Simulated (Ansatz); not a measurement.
A geometry relaxed with Ansatz (an electronic-structure program) with CAM-B3LYP-D3(BJ)/def2-TZVP, charge 0, multiplicity 1:

```xyz
12

H     -0.3423    -1.5355    -0.0814
C     -0.3959    -0.5355    -0.5169
Si    -1.7155     0.4462     0.4024
H     -1.3832     0.5066     1.8418
Cl     3.4894     0.4994     0.2894
H     -1.7830     1.8234    -0.1345
H      1.0543     1.0504    -1.0433
C      1.9624    -0.3117     0.2251
H      1.9362    -1.2165     0.8156
H     -3.0351    -0.2025     0.2320
H     -0.7257    -0.6563    -1.5523
C      0.9384     0.1320    -0.4780
```

Task: Write the SMILES of this molecule.

Result: `[SiH3]C/C=C/Cl`
